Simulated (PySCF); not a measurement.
# Correlation energy of In- (indium, charge -1)

[Kr] 4d10 5s2 5p2, high-spin 3P determinant. Calculation: PySCF 2.14, in aug-cc-pVDZ-PP with ECP28MDF (5s4p3d, 32 functions); a scalar-relativistic core potential. Frozen: 4s2 4p6 4d10; 4 electrons correlated.

| level | correlation energy (mhartree) |
| --- | --- |
| CCSD | -48.40 |
| (T) | -1.27 |
| CCSD(T) | -49.67 |
| CCSDT | -50.19 |

Diagnostics: T1 = 0.014, D1 = 0.0342, largest double amplitude 0.087.

Cost of the coupled-cluster step: roughly 0.14 core-seconds, for 4 correlated electrons.
